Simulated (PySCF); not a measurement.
Electric field gradients and quadrupole coupling constants

Aminodifluoroborane, BF₂H₂N.
Z-matrix (Å and degrees, PBE0-D3(BJ)/def2-TZVP geometry), rows numbered from 1:
```
N 
B   1  1.3916
F   2  1.3296  1  121.10
F   2  1.3294  1  121.25  3   179.83
H   1  1.0035  2  122.28  3    -0.03
H   1  1.0033  2  122.53  3   179.90
```

Field gradients from the PBE0/pcSseg-2 density (PySCF, non-relativistic), principal values in atomic units, ordered |Vxx| ≤ |Vyy| ≤ |Vzz|:

| atom | Vxx | Vyy | Vzz |
| --- | --- | --- | --- |
| N1 | 0.2098 | 0.5404 | -0.7502 |
| B2 | -0.0457 | -0.2209 | 0.2666 |

Find the asymmetry η = (Vxx − Vyy)/Vzz and the couplings χ = eQV/h (234.96 MHz × Q in barn × V in au), with Q(14N) = 0.02044 b, Q(11B) = 0.04059 b.

| atom | environment | nucleus | η | χzz (MHz) | χxx (MHz) | χyy (MHz) |
| --- | --- | --- | --- | --- | --- | --- |
| N1 | boron-bound nitrogen | 14N | 0.44 | -3.603 | 1.008 | 2.595 |
| B2 | three-coordinate boron | 11B | 0.66 | 2.543 | -0.436 | -2.107 |

The tensor is traceless: Vxx + Vyy + Vzz = 0.

What is Vzz at N1 in SI units (1 au = 9.71736 × 10²¹ V/m²)?

-0.7502 au = -7.290 × 10²¹ V/m².

And the gradient at the other heavy atoms, for which no coupling is worked out here?

```json
{"atom": "F3", "environment": "boron-bound fluorine", "Vzz (au)": "1.441", "η": "0.49"}
{"atom": "F4", "environment": "boron-bound fluorine", "Vzz (au)": "1.441", "η": "0.49"}
```

Geometry: PBE0-D3(BJ)/def2-TZVP; no solvent, vibrations or thermal averaging.

The run behind these numbers computed NMR shieldings as well. Hardware: one thread of an AMD EPYC 9R45, on a shared host. Cost: 5.6 s wall, 0.65 GiB resident at most.
